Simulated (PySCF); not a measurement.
C2H8N2Si2, SMILES N[Si@@H]1[SiH2]N=C1C. Heavy atoms are numbered as in [CH3:1][C:2]1=[N:3][SiH2:4][Si@H:5]1[NH2:6]. Hydrogens are named by the atom that carries them.

Geometry optimised at PBE0-D3(BJ)/def2-SVP. The structure was generated by enumeration; whether it is a known compound was not checked. One conformer was computed; it need not be the lowest.

Computed with PBE/def2-TZVP in PySCF.

ESP charges are fitted to the potential on shells at 1.4 to 2.0 van der Waals radii. Atomic charges (e), one atom of each kind:

```csv
atom,Löwdin,Mulliken,ESP fit
C1 (CH3),-0.30,-0.33,-0.60
C2,-0.36,0.02,0.49
N3,0.02,-0.22,-0.49
Si4 (SiH2),0.15,0.16,0.15
Si5 (SiH),0.12,0.20,0.34
N6 (NH2),-0.25,-0.59,-1.09
H on C1,0.14,0.12,0.17
H on Si4,-0.03,-0.03,-0.02
H on Si5,-0.02,-0.02,-0.08
H on N6,0.15,0.23,0.43
```

Computed Mayer and Wiberg (Löwdin basis) orders of the bonds:
```csv
bond,Mayer,Wiberg
C1–C2,0.92,1.33
C2–N3,1.87,2.16
N3–Si4,1.04,1.22
C2–Si5,0.87,0.98
Si4–Si5,0.93,1.02
Si5–N6,1.18,1.59
```
